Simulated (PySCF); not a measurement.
Compound: H6N2OSi2.
InChI=1S/H6N2OSi2/c3-5-1-4-2-5/h1-3,5H,4H2

Torsions of this conformer, `[OH:1][SiH:2]1[NH:3][SiH2:4][NH:5]1`: H–O1–Si2–N3 50°.

The closed-shell ground state was solved at several levels (PySCF, density fitting, gas phase, non-relativistic). One conformer (not necessarily the lowest) at the PBE0-D3(BJ)/def2-SVP geometry, without solvent, vibrations or thermal averaging.

| level | basis functions | total energy (Eh) | HOMO (eV) | LUMO (eV) | gap (eV) | dipole (D) |
| --- | --- | --- | --- | --- | --- | --- |
| KT2/pcSseg-2 | 278 | -775.4998 | -6.01 | -1.06 | 4.95 | 1.15 |
| PBE0/pcSseg-1 | 129 | -766.9680 | -7.23 | 0.26 | 7.49 | 1.30 |

Q: What might CAM-B3LYP/def2-SVPD (159 basis functions) give for the same quantities?

A: Total energy -767.0970 Eh, HOMO -8.75 eV, LUMO 0.88 eV, gap 9.63 eV, dipole 1.28 D.

Q: Over all these levels, which gives the widest orbital gap and which the narrowest?

A: CAM-B3LYP/def2-SVPD (range-separated hybrid) has the widest, 9.63 eV, and KT2/pcSseg-2 (GGA) the narrowest, 4.95 eV. Functional and basis both differ between the two, so the spread mixes both effects.

Q: How far do the dipole and the HOMO energy spread over the levels?

A: The dipole runs from 1.15 to 1.30 D (mean 1.24 D) and the HOMO from -8.75 to -6.01 eV.
